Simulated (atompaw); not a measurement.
## Building the PAW (atompaw) potential for Te (Z = 52) (PBE, scalar-relativistic).

atompaw 4.2.0.5 was run on this input:

```
Te 52
GGA-PBE scalarrelativistic loggrid 1500 logderivrange -5 5 251
5 5 4 0 0 0
5 1 4
0 0 0
c
c
c
c
v
c
c
c
v
c
v
2
2.10 1.95 1.65 1.60
y
1.8
n
y
2.9
n
y
-1.15
n
modrrkj vanderbiltortho sinc
bessel
2.10
2.10
2.10
1.85
2.10
1.60
PWSCFOUT
UPFDX 0.0125d0 UPFXMIN -7.d0 UPFZMESH 52.d0
END
```

Command:

```bash
atompaw < Te.input > Te.log
```

Output (summary file):

```
Completed calculations for Te (AE)

 Exchange-correlation type: GGA, Perdew-Burke-Ernzerhof

 Radial integration grid is logarithmic
 r0 =   1.6774151E-04 h =   8.7225585E-03   n =      1500 rmax =   8.0000000E+01

 Scalar relativistic calculation

 AEatom converged in  34 iterations
   nz     =  52.00
   delta  =       2.781728838986E-15

 All Electron Orbital energies:
  n  l      occupancy      energy
  1  0      2.0000000E+00 -2.3247109E+03
  2  0      2.0000000E+00 -3.5649339E+02
  3  0      2.0000000E+00 -7.0943618E+01
  4  0      2.0000000E+00 -1.2082281E+01
  5  0      2.0000000E+00 -1.1104622E+00
  2  1      6.0000000E+00 -3.2001236E+02
  3  1      6.0000000E+00 -5.9086363E+01
  4  1      6.0000000E+00 -8.4089131E+00
  5  1      4.0000000E+00 -4.3755969E-01
  3  2      1.0000000E+01 -4.1163048E+01
  4  2      1.0000000E+01 -3.0614359E+00

 Total energy
   Total                    :   -13588.96329560059894

 ---
 Completed calculations for Te (SC)

 Exchange-correlation type: GGA, Perdew-Burke-Ernzerhof

 Radial integration grid is logarithmic
 r0 =   1.6774151E-04 h =   8.7225585E-03   n =      1500 rmax =   8.0000000E+01

 Scalar relativistic calculation

 SCatom converged in   4 iterations
   nz     =  52.00
   delta  =       1.618108183767E-16

 Valence Electron Orbital energies:
  n  l      occupancy      energy
   5  0      2.0000000E+00 -1.1104622E+00
   5  1      4.0000000E+00 -4.3755969E-01
   4  2      1.0000000E+01 -3.0614359E+00

 Total energy
   Total                    :   -13588.96329556956880
   Valence                  :     -511.97401109891973

 PAW parameters:
       lmax =            2
         rc =    2.1056878752332855
        irc =         1083
   rc_shape =    1.9637501172663949
    rc_vloc =    1.6638130102330786
    rc_core =    1.6067574612453746
   Vloc: truncated form - Vps(r)=A.sin(qr)/r for r<rc
   Projector type: modified RKKJ projectors + Vanderbilt ortho.
   Sinc^2 compensation charge shape zeroed at   1.9638E+00

 Number of basis functions     6
 No.   n  nodes  l      Energy         Cp coeff         Occ
  1    5    4    0   -0.1110462E+01 -0.1827419E+02  0.2000000E+01
  2  999    5    0    0.1800000E+01 -0.5095164E-02  0.0000000E+00
  3    5    3    1   -0.4375597E+00 -0.2097012E+01  0.4000000E+01
  4  999    4    1    0.2900000E+01  0.7277872E-01  0.0000000E+00
  5    4    1    2   -0.3061436E+01  0.1379729E+01  0.1000000E+02
  6  999    2    2   -0.1150000E+01  0.1326469E+01  0.0000000E+00

 Eigenvalues of overlap operator (in the basis of projectors):
    1        1.20698020E-04
    2        3.89172796E-02
    3        3.95196020E+00
    4        1.00271766E+01
    5        1.84463530E+01
    6        3.76602926E+01

 Orbital leakage outside PAW augmentation regions
   orb  is_core?  %out_of_sphere
   1 0    T           0.00
   2 0    T           0.00
   3 0    T           0.00
   4 0    T           0.02
   5 0    F          43.88
   2 1    T           0.00
   3 1    T           0.00
   4 1    T           0.09
   5 1    F          68.27
   3 2    T           0.00
   4 2    F           1.33

 Summary of PAW energies
   Total valence energy     :   -511.97434335735863
   Smooth energy            :     28.46388218136600
   One center               :   -540.43822553872462
   Smooth kinetic           :     15.79157856302571
   Vloc energy              :      2.49977564314466
   Smooth exch-corr         :     -8.27295339004508
   One-center xc            :   -342.75892245812878
```

The run took about 5.7 s on one core of a shared server CPU.
